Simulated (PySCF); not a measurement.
Species: C₆H₈FNO.
Geometry (GFN2-xTB, Å), atoms numbered from 1 in this order:
```xyz
17
C6H8FNO angstrom
C     -1.383    0.866   -0.304
N     -1.264   -0.452    0.261
C     -2.500   -1.140    0.538
C     -0.089   -1.057    0.541
O      0.008   -2.172    1.020
C      1.094   -0.280    0.229
C      2.189    0.186    0.050
C      3.425    0.884   -0.224
F      3.180    2.130   -0.762
H     -1.942    1.518    0.374
H     -1.915    0.820   -1.258
H     -0.396    1.294   -0.470
H     -3.076   -1.271   -0.381
H     -2.261   -2.115    0.958
H     -3.099   -0.573    1.254
H      3.994    1.041    0.701
H      4.028    0.333   -0.956
```

Vertical excitations from PySCF (density fitting, frozen core in the response, grid level 2 and gas phase unless stated; continuum runs use non-equilibrium linear response for the excitations) on a GFN2-xTB geometry. Reference run:

| settings | S1, eV (f) | S2, eV (f) | S3, eV (f) | S4, eV (f) | S5, eV (f) | S6, eV (f) | T1, eV (Tamm–Dancoff) | mean α (au) |
| --- | --- | --- | --- | --- | --- | --- | --- | --- |
| PBE0/def2-SVPD, full TDDFT, 6 singlets | 4.95 (0.000) | 5.71 (0.205) | 5.91 (0.000) | 5.92 (0.010) | 6.13 (0.000) | 6.27 (0.002) | 4.23 | 88.1 |

Q: What do these settings give: B3LYP/6-31G, full TDDFT, 3 singlets?

A: 
```
                           settings    S1, eV (f)    S2, eV (f)    S3, eV (f)  S4, eV (f)  S5, eV (f)  S6, eV (f)  T1, eV (Tamm–Dancoff)  mean α (au)
B3LYP/6-31G, full TDDFT, 3 singlets  4.91 (0.000)  5.74 (0.181)  5.87 (0.000)           –           –           –                   4.14         71.2
```

S1 moves by -0.04 eV; functional and basis change together, so the shift can't be laid on one. States are counted by energy in each run and needn't keep their character from row to row.

Q: Give the leading configurations of S1 (H = HOMO, L = LUMO) and the HOMO–LUMO gap of each run.

A: 
```csv
settings,S1 configurations (weight),S1 (eV),orbital gap (eV),S1 − gap (eV)
"PBE0/def2-SVPD, full TDDFT, 6 singlets",H−1→L 0.98,4.95,6.44,-1.49
"B3LYP/6-31G, full TDDFT, 3 singlets",H−1→L 0.99,4.91,6.04,-1.13
```

One conformer stands for the species.
